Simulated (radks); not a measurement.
Results of a calculation; reference values are marked as such.
Problem. Spherical quantum dot in the effective-mass picture: electrons in a parabolic well V = omega^2 r^2 / 2 with omega = 0.782, all in effective atomic units (hartree* = m*/eps^2 hartree, bohr* = eps/m* bohr), one dielectric constant everywhere. Level of theory: non-relativistic Kohn-Sham, PBE, spin-polarised, spherical densities (a radial shooting solver with Libxc functionals). Levels are named by radial order and angular momentum (1s, 1p, 1d, 2s, ...), and open shells are averaged over m. At N = 16 the configuration is 1s2 1p6 1d(up 5, down 3). Does electron 17 go into 1d down or 2s up or 2s down?

Solution. Into 1d down. The total energies of the other choices lie higher by 0.0661 hartree* (2s up), 0.0817 hartree* (2s down).
